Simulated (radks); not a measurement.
Task: These are the eigenvalues of the occupied orbitals of an atom or ion with whole-number occupations (hartree). Calculated with a radial shooting solver on a logarithmic mesh with Libxc functionals: Dirac Kohn-Sham, PBE, spin-unpolarised, spherical densities, finite nucleus; Fermi nuclear charge, rms radius of each element as measured or else 0.836 A^(1/3) + 0.57 fm.

orbital  eigenvalue
1s1/2     -1879.768
2s1/2     -457.7661

Which element is it, and in what charge state? The configuration may be excited. Open shells, if any, fill j = l - 1/2 first.

Result: Z = 61, promethium, charge +57: Pm57+ in [He] 2s2. The 1s level, -1879.8 hartree, gives Z - s = 61.3 by -(Z - s)^2/2, which with screening and relativity narrows Z to a few neighbours, and the depths must fix Z and the occupations together.
